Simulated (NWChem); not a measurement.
MgN₂H₄; SMILES [NH2][Mg][NH2]

```xyz
7

Mg     0.0000     0.0000     0.3832
N     -1.8793     0.2180     0.3837
H     -2.4153     0.8624    -0.1904
H     -2.5481    -0.2867     0.9583
N      1.8793    -0.2180     0.3837
H      2.4153    -0.8624    -0.1904
H      2.5481     0.2867     0.9583
```
Atoms are numbered in this order, from 1.

Level: PBE0/def2-SVP (NWChem), optimised geometry, unscaled harmonic frequencies. 

| frequency (cm⁻¹) | IR intensity (km/mol) |
|---|---|
| 146 | 28.6 |
| 146 | 28.7 |
| 187 | 0.0 |
| 330 | 135.4 |
| 330 | 137.3 |
| 532 | 72.6 |
| 532 | 73.9 |
| 554 | 0.0 |
| 824 | 100.5 |
| 1531 | 32.7 |
| 1535 | 0.0 |
| 3594 | 13.1 |
| 3594 | 0.0 |
| 3675 | 12.3 |
| 3675 | 12.1 |

| Quantity | Value |
|---|---|
| zero-point energy | 30.3 kcal/mol |
| thermal correction to the enthalpy at 298.15 K (with zero-point energy) | 34.7 kcal/mol |
| heat capacity Cv | 19.1 cal/(mol K) |
| entropy at 298.15 K and 1 atm (symmetry number 4) | 69.5 cal/(mol K) |
| dipole moment | 0.00 D |

Rigid rotor and harmonic oscillator.
